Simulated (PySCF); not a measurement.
**Bond curve of Br₂⁻**

Set-up: basis Br aug-cc-pVDZ-PP with ECP10; scalar-relativistic core potentials; PySCF 2.14. Energies in eV from Br + Br⁻ in their ground configurations at the same level. State: doublet, unpaired electrons σ ↑.

All columns are PBE0.

| R (Å) | E (eV) | HOMO (eV) | LUMO (eV) | Mayer bond order | ⟨S²⟩ |
| --- | --- | --- | --- | --- | --- |
| 2.503 | -1.123 | -0.55 | 2.18 | 0.43 | 0.75 |
| 2.620 | -1.339 | -1.02 | 1.76 | 0.44 | 0.75 |
| 2.736 | -1.452 | -1.44 | 1.37 | 0.45 | 0.75 |
| 2.824 | -1.488 | -1.71 | 1.11 | 0.46 | 0.75 |
| 2.911 | -1.496 | -1.96 | 0.86 | 0.46 | 0.75 |
| 2.998 | -1.483 | -2.18 | 0.64 | 0.47 | 0.75 |
| 3.115 | -1.445 | -2.44 | 0.36 | 0.47 | 0.75 |
| 3.260 | -1.380 | -2.59 | 0.07 | 0.47 | 0.75 |
| 3.435 | -1.292 | -2.71 | -0.23 | 0.48 | 0.75 |
| 3.668 | -1.180 | -2.72 | -0.56 | 0.48 | 0.75 |

Spin–orbit coupling is left out. The state is the lowest determinant that a PBE0 search found; another state may lie lower at other levels.
